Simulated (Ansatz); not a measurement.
Ansatz (a program for electronic structure) input (B3LYP/6-31G* with LANL2DZ past Ar): The .json file joins the Basis Set Exchange's 6-31G* for atoms up to Ar and LANL2DZ past it.

Ansatz 0.2 input:
```yaml
crystal:
  periodic: [false, false, false]
  atoms:
    - {symbol: Ti, position_ang: [-0.00000000, 0.00000000, -0.00000000]}
    - {symbol: F, position_ang: [-1.51471200, -0.93382900, 0.02815800]}
    - {symbol: F, position_ang: [0.01926700, 1.64401300, -0.68120100]}
    - {symbol: F, position_ang: [1.49544500, -0.71018300, 0.65304300]}
basis:
  gaussian:
    orbitals: 6-31Gs+LANL2DZ.json
hamiltonian:
  xc: {name: B3LYP}
magnetization: {spin_polarized: true, initial_magnetization: 1}
relax: {f_tol: 0.003, max_steps: 120}
```

Output:

```
Functional definition: B3LYP
integrals: 0.02 GiB planned
734 factors; integrals over basis functions are off by at most 3.0e-4 eV
mean field: 0.32 GiB planned
mean field evaluation 1: about -9731.6351 eV, gradient 4.0e1 eV
mean field evaluation 2: about -9665.5984 eV, gradient 1.5e2 eV
mean field evaluation 4: about -9736.4751 eV, gradient 6.1e0 eV
mean field evaluation 8: about -9736.6755 eV, gradient 1.4e-1 eV
mean field evaluation 16: about -9736.6756 eV, gradient 2.3e-5 eV
mean field -9736.67561811 eV, -357.8162292097 hartree, gradient 2.3e-5 eV, S^2 0.751985; 1 other end points of the search recorded, 0 dependent functions left out
the calculation of the forces begins
reference -9736.67600267 eV, -357.8162433421 hartree; 20, 19 occupied and 47, 48 virtual orbitals, 734 factors
relax step   1: F+E_penalty+E_count = -9736.67561811 eV  Δ(F+E_penalty+E_count) = +0.000e0 eV  max|allowed force component| = 6.035e-1 eV/Å  Δτ_max = 0.0000 Å  (40 SCF iters, accepted)
these checks for a lower state are left out or cut short: starts, cluster_reference, orbital_swaps, neighbouring_geometries, increment
integrals: 0.02 GiB planned
734 factors; integrals over basis functions are off by at most 3.0e-4 eV
mean field: 0.32 GiB planned
mean field -9736.69304728 eV, -357.8168697199 hartree, gradient 3.4e-5 eV, S^2 0.751910; 0 other end points of the search recorded, 0 dependent functions left out
the calculation of the forces begins
reference -9736.69342692 eV, -357.8168836716 hartree; 20, 19 occupied and 47, 48 virtual orbitals, 734 factors
relax step   2: F+E_penalty+E_count = -9736.69304728 eV  Δ(F+E_penalty+E_count) = -1.743e-2 eV  max|allowed force component| = 1.645e-1 eV/Å  Δτ_max = 0.0139 Å  (35 SCF iters, accepted)
these checks for a lower state are left out or cut short: starts, cluster_reference, orbital_swaps, neighbouring_geometries, increment
integrals: 0.02 GiB planned
734 factors; integrals over basis functions are off by at most 3.0e-4 eV
mean field: 0.32 GiB planned
mean field evaluation 32: about -9736.6708 eV, gradient 2.5e-1 eV
mean field -9736.69437501 eV, -357.8169185132 hartree, gradient 7.8e-6 eV, S^2 0.751884; 0 other end points of the search recorded, 0 dependent functions left out
the calculation of the forces begins
reference -9736.69475283 eV, -357.8169323976 hartree; 20, 19 occupied and 47, 48 virtual orbitals, 734 factors
relax step   3: F+E_penalty+E_count = -9736.69437501 eV  Δ(F+E_penalty+E_count) = -1.328e-3 eV  max|allowed force component| = 3.973e-3 eV/Å  Δτ_max = 0.0051 Å  (30 SCF iters, accepted)
these checks for a lower state are left out or cut short: starts, cluster_reference, orbital_swaps, neighbouring_geometries, increment
integrals: 0.02 GiB planned
734 factors; integrals over basis functions are off by at most 3.0e-4 eV
mean field: 0.32 GiB planned
mean field -9736.69437576 eV, -357.8169185407 hartree, gradient 2.1e-5 eV, S^2 0.751884; 0 other end points of the search recorded, 0 dependent functions left out
the calculation of the forces begins
reference -9736.69475362 eV, -357.8169324267 hartree; 20, 19 occupied and 47, 48 virtual orbitals, 734 factors
relax step   4: F+E_penalty+E_count = -9736.69437576 eV  Δ(F+E_penalty+E_count) = -7.478e-7 eV  max|allowed force component| = 1.962e-4 eV/Å  Δτ_max = 0.0001 Å  (25 SCF iters, accepted)
integrals: 0.02 GiB planned
734 factors; integrals over basis functions are off by at most 3.0e-4 eV
mean field: 0.32 GiB planned
mean field evaluation 64: about -9736.3084 eV, gradient 2.4e0 eV
mean field -9736.69437576 eV, -357.8169185407 hartree, gradient 2.1e-5 eV, S^2 0.751884; 3 other end points of the search recorded, 0 dependent functions left out
the calculation of the forces begins
reference -9736.69475362 eV, -357.8169324267 hartree; 20, 19 occupied and 47, 48 virtual orbitals, 734 factors
Total energy: -9736.69475362 eV, -357.8169324267 hartree
Atom 0 at    -0.000025     0.000036     0.000091 Å, force     0.000042    -0.000085    -0.000196 eV/Å
Atom 1 at    -1.498677    -0.923960     0.027830 Å, force    -0.000002     0.000036     0.000065 eV/Å
Atom 2 at     0.019076     1.626599    -0.674020 Å, force    -0.000011     0.000011     0.000073 eV/Å
Atom 3 at     1.479626    -0.702674     0.646099 Å, force    -0.000029     0.000038     0.000058 eV/Å
Dipole moment:    -0.000034     0.000047     0.000121 e Å
```

The geometry given is a B3LYP-D3(BJ)/def2-TZVP minimum.
